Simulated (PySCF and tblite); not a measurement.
Results of a calculation; reference values are marked as such.
C5H4O3S, numbered as in [O:1]=[CH:2][C:3]1=[CH:4][S:5](=[O:6])(=[O:7])[CH:8]=[CH:9]1.

Level: PBE0-D3(BJ)/pcSseg-1 (IEF-PCM, chloroform)//GFN2-xTB, thermal terms from GFN2-xTB, symmetry numbers and mirror pairs counted. Conformers within 3 kcal/mol (GFN2-xTB free energy) were kept, 10 at most. GIAO shieldings: PBE0/pcSseg-1 (IEF-PCM, chloroform). Shifts are against TMS (¹H), TMS (¹³C) at the same level. Programs: PySCF with density fitting and tblite.

(1) Predict the averaged NMR shifts at 298.15 K.

(2) How do the conformers differ?

(3) Which signal moves most, for its nucleus, between 200 and 400 K through the change of populations alone?

Shifts are unscaled: against experiment ¹³C can be off by 15 ppm or more and ¹H by 0.8 ppm.

Results:

(1) ¹H: 10.15 (H2, 1H), 7.60 (H9, 1H), 7.46 (H4, 1H), 7.04 (H8, 1H) ppm. ¹³C: 195.7 (C2), 156.2 (C4), 144.1 (C8), 143.0 (C3), 133.8 (C9) ppm.

(2) Torsions listed: O1–C2–C3–C4. The 5-ring runs over atoms 3–4–5–8–9.
```json
{"conformer": "1", "shape": "5-ring flat; 180°", "weight %": "97.3"}
{"conformer": "2", "shape": "5-ring flat; 0°", "weight %": "2.7"}
```

```csv
signal,1,2,average
H2,10.16,10.00,10.15
H4,7.46,7.56,7.46
H8,7.04,7.09,7.04
H9,7.61,7.47,7.60
C2,195.6,198.3,195.7
C3,143.1,141.6,143.0
C4,156.4,148.5,156.2
C8,144.0,145.7,144.1
C9,133.8,135.9,133.8
```

(3) C4: 156.3 ppm at 200 K, 156.3 ppm at 250 K, 156.2 ppm at 298.15 K, 156.0 ppm at 350 K, 155.9 ppm at 400 K.


Conformer gaps in pcSseg-1 on xTB geometries can be 2 kcal/mol off for S=O, P=O and other polar bonds.